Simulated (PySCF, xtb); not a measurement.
BrH₅N₂Sn, SMILES [NH2][SnH]([NH2])[Br].

GFN2-xTB (xtb) at its own geometry gives an orbital gap of 3.49 eV and a dipole moment of 6.96 D.

Geometry: B3LYP-D3(BJ)/def2-SVP. The def2 effective core potentials stand for the cores of Sn; spin–orbit coupling is left out. Other conformers were not sampled.

### Question
What does CAM-B3LYP/def2-TZVP run with PySCF give? (Estimate from the structure and the level; the computed values follow.)

### Answer
gap 8.78 eV (levels -9.01 and -0.23 eV), dipole 1.17 D.
